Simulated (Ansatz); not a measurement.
```yaml
crystal:
  periodic: [true, true, true]
  atoms:
    - {symbol: B, position_ang: [-0.191983, 0.793005, 0.791053]}
    - {symbol: Si, position_ang: [0.484821, -0.343885, -0.642668]}
    - {symbol: F, position_ang: [0.277733, 0.053488, -2.169580]}
    - {symbol: Br, position_ang: [-1.300794, -1.521816, 0.104998]}
    - {symbol: H, position_ang: [0.170005, 0.587708, 1.908654]}
    - {symbol: H, position_ang: [-1.052326, 1.583190, 0.554062]}
    - {symbol: H, position_ang: [1.673844, -1.219790, -0.592217]}
basis:
  gaussian: {orbitals: def2-mTZVP, nuclear_model: gaussian}
total_charge: 1
magnetization: {spin_polarized: true, initial_magnetization: 1}
hamiltonian: {xc: {name: revPBE0}, dispersion: d4}
output: {forces: true}
```

```sh
$ ansatz run in.yaml --threads 2 --pin off --events-out ev --progress --plain --max-ram 4352MiB
```

Task: How does Ansatz answer? (An estimate is asked.)

Result: Computed: The program refused the input.
```
Error: YAML parse error: error: line 2 column 3: crystal: missing field `lattice` (a structure is typed as `lattice` and `atoms`, a molecule's as `atoms` in Å alone, or read from a run's directory, `checkpoint`)
 --> <input>:2:3
1 | crystal:
2 |   periodic: [true, true, true]
3 |   atoms:
4 |     - {symbol: B, position_ang: [-0.191983, 0.793005, 0.791053]}
```
